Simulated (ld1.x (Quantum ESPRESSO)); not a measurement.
copper (Cu): excitation energies, all-electron against TM

```json
{
  "Element": "copper (Cu)",
  "Generator": "ld1.x (Quantum ESPRESSO) 7.5",
  "Type": "norm-conserving Troullier–Martins (Kleinman–Bylander form)",
  "Functional": "LDA (PZ)",
  "Relativity": "scalar-relativistic",
  "Frozen core": "[Ar]",
  "Valence charge": "11",
  "Reference configuration": "3d10 4s0.75 4p0 (charge +0.25)",
  "Partial waves": "4p (bound, empty): rc 2.80 bohr; 3d (bound): rc 1.15 bohr; 4s (bound): rc 2.45 bohr",
  "Local potential": "the s channel",
  "Core correction": "a·sin(br)/r model core, default radius (core density twice the valence density)"
}
```

Energies are relative to the spin-unpolarised reference configuration 3d10 4s0.75 4p0; without spin polarisation the order of configurations can differ from experiment. Spin-polarised rows fill each open shell by Hund’s rule, majority spin first. Not all tests gave a result: 3 of 9 tests not solved or not reliable. Left out of the table: 3d10 4s0 4p0 (solver errors, printed error -11 meV); 3d8 4s0 4p0 (solver errors, printed error -1.6 eV); 3d10 4s0 4p1 (solver errors, printed error -2.0 meV).

| valence configuration | charge | ΔE all-electron (eV) | error AE − PS (meV) |
| --- | --- | --- | --- |
| 3d10 4s1 4p0 | 0 | -1.430 | -0.5 |
| 3d9 4s0 4p0 | +2 | 28.691 | -257 |
| 3d9 4s2 4p0 | 0 | 0.573 | -269 |
| 3d10 4s1 4p0 (spin-polarised) | 0 | -1.614 | -2.7 |

(1) What are ΔE and the potential's error for 3d7 4s0 4p0?

(2) What are ΔE and the potential's error for 3d10 4s0.75 4p0 (spin-polarised)?

Results:

(1) ΔE = 128.086 eV all-electron; the error (AE − PS) is -4541 meV.

(2) ΔE = -0.114 eV all-electron; the error (AE − PS) is -1.6 meV.
